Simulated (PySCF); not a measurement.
Two species compared at the same levels of theory.

First species: C₃H₉F₃SSi₂.
Cartesian coordinates in Å at the GFN2-xTB level; atoms count from 1:
```xyz
18
C3H9F3SSi2 angstrom
F      3.6260   -1.7713   -0.2157
C      2.5874   -0.9561   -0.0636
F      2.2259   -1.0202    1.2245
F      3.0193    0.2921   -0.2708
S      1.2504   -1.4205   -1.2044
C      0.2389    0.1134   -1.1175
C     -0.4434    0.3497    0.2080
Si    -1.5248    1.9212    0.0688
Si    -1.4071   -1.1938    0.8017
H      0.9006    0.9304   -1.4094
H     -0.4858   -0.0479   -1.9157
H      0.3204    0.5655    0.9610
H     -2.5508    1.6971   -0.9512
H     -0.6768    3.0444   -0.3401
H     -2.1243    2.1991    1.3708
H     -2.2414   -0.7845    1.9301
H     -2.2295   -1.6606   -0.3158
H     -0.4938   -2.2516    1.2277
```

Second species: C₃H₉F₃SSi₂.
SMILES: `CSC[Si@@H]([SiH2]F)C(F)F`

Levels: PBE0/pcSseg-1 for dipole moment, HOMO energy, LUMO energy and HOMO–LUMO gap; GFN2-xTB for rotational constant A and rotational constant C. Geometries: GFN2-xTB. Each species is one conformer at its optimised geometry, gas phase, non-relativistic unless stated. Electronic properties by PySCF.

The conformers computed, where there is a choice (atom-mapped SMILES and torsion angles):
- `[F:1][C:2]([F:3])([F:4])[S:5][CH2:6][CH:7]([SiH3:8])[SiH3:9]`: F1–C2–S5–C6 -164°, C2–S5–C6–C7 -69°, S5–C6–C7–Si8 -177°
- `[CH3:1][S:2][CH2:3][Si@@H:4]([SiH2:5][F:6])[CH:7]([F:8])[F:9]`: C1–S2–C3–Si4 -177°, S2–C3–Si4–Si5 -176°, C3–Si4–Si5–F6 -61°, C3–Si4–C7–F8 176°

Values for the first species:

| Quantity | Value |
| --- | --- |
| Dipole moment | 1.84 D |
| HOMO energy | -7.63 eV |
| LUMO energy | -0.15 eV |
| HOMO–LUMO gap | 7.48 eV |
| Rotational constant A | 1.579 GHz |
| Rotational constant C | 0.509 GHz |

Q: Estimate the same properties for the second species, and the change in each.

A: 
| property | first | second | second less first |
| --- | --- | --- | --- |
| dipole moment | 1.84 D | 2.19 D | +0.35 D |
| HOMO energy | -7.63 eV | -6.70 eV | +0.93 eV |
| LUMO energy | -0.15 eV | -1.10 eV | -0.95 eV |
| HOMO–LUMO gap | 7.48 eV | 5.60 eV | -1.88 eV |
| rotational constant A | 1.579 GHz | 1.060 GHz | -0.519 GHz |
| rotational constant C | 0.509 GHz | 0.415 GHz | -0.094 GHz |

On the first: A dipole of 1.84 D is allowed in C1, and pure rotational transitions are dipole-allowed. The dipole equals about 6.1 × 10⁻³⁰ C·m (1 D = 3.33564 × 10⁻³⁰ C·m).

On the second: A dipole of 2.19 D is allowed in C1, and pure rotational transitions are dipole-allowed. The dipole matches unit charges of opposite sign 0.46 Å apart (1 e·Å = 4.8032 D).
